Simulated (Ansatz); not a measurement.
Input and output for CH₃BCl₂ (`ClBCCl`).

```yaml
crystal:
  periodic: [false, false, false]
  atoms:
    - {symbol: Cl, position_ang: [-2.228660, 0.091235, 0.314713]}
    - {symbol: B, position_ang: [-0.668712, 0.303495, -0.432555]}
    - {symbol: C, position_ang: [0.636607, 0.009587, 0.373674]}
    - {symbol: Cl, position_ang: [0.919075, -1.642255, -0.292658]}
    - {symbol: H, position_ang: [-0.634786, 0.638782, -1.573783]}
    - {symbol: H, position_ang: [1.502544, 0.614636, 0.112330]}
    - {symbol: H, position_ang: [0.535233, -0.083479, 1.452479]}
basis:
  gaussian: {orbitals: 6-31G, final_grid: {core_spheres: 20, valence_spheres: 16, degree: 47}}
hamiltonian: {xc: {name: wB97}}
```

```sh
$ ansatz run in.yaml --threads 2 --pin off --events-out ev --progress --plain --max-ram 4352MiB
```

Shortened log:

```
Functional definition: wB97
629 factors; integrals over basis functions are off by at most 2.3e-4 eV
271 factors; integrals over basis functions are off by at most 1.1e-5 eV
mean field evaluation 1: about -26804.5356 eV, gradient 1.5e1 eV
mean field evaluation 2: about -26805.2023 eV, gradient 6.2e0 eV
mean field evaluation 4: about -26805.3214 eV, gradient 3.1e-1 eV
mean field evaluation 8: about -26805.3095 eV, gradient 9.7e-3 eV
mean field -26805.30953523 eV, -985.0769561283 hartree, gradient 4.2e-5 eV, S^2 0.000000; 0 other end points of the search recorded, 0 dependent functions left out
reference -26805.30952824 eV, -985.0769558713 hartree; 24, 24 occupied and 26, 26 virtual orbitals, 629 factors
Total energy: -26805.30952824 eV, -985.0769558713 hartree
```

Hardware: 2 threads of an Arm Neoverse V1 on a shared host. Wall time 1.4 s, peak host memory 0.11 GiB.
